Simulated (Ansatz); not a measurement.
```yaml
crystal:
  periodic: [false, false, false]
  atoms:
    - {symbol: C, position_ang: [-1.663984, 0.533781, 0.271792]}
    - {symbol: Mo, position_ang: [0.153224, 0.204084, -0.753089]}
    - {symbol: C, position_ang: [1.583072, -0.773732, 0.432247]}
    - {symbol: O, position_ang: [-0.136648, -0.705238, -2.075107]}
    - {symbol: O, position_ang: [0.752368, 1.663490, -1.189328]}
    - {symbol: H, position_ang: [-2.128232, -0.503084, 0.513843]}
    - {symbol: H, position_ang: [-1.463190, 1.149791, 1.095115]}
    - {symbol: H, position_ang: [-2.430581, 1.015420, -0.348773]}
    - {symbol: H, position_ang: [2.530484, -0.874888, -0.049371]}
    - {symbol: H, position_ang: [1.156563, -1.682991, 0.787465]}
    - {symbol: H, position_ang: [1.783183, -0.116702, 1.327320]}
basis:
  gaussian: {orbitals: def2-TZVP, point_charges: [{charge: -1.00, position_ang: [7.106, 0.055, 0.535]}]}
magnetization: {spin_polarized: true, initial_magnetization: 1}
hamiltonian: {xc: {name: HF}}
correlation: {method: rpa}
```

```sh
$ ansatz run in.yaml --threads 4 --pin off --events-out ev --progress --plain --max-ram 10444MiB
```

**Question.** How does Ansatz answer? (Estimate.)

**Answer.** Computed: The input was rejected before any iteration.
```
Error: a molecule whose nuclei and cores have a total charge of 48 cannot have a net charge of 0 together with 1 unpaired electrons
```
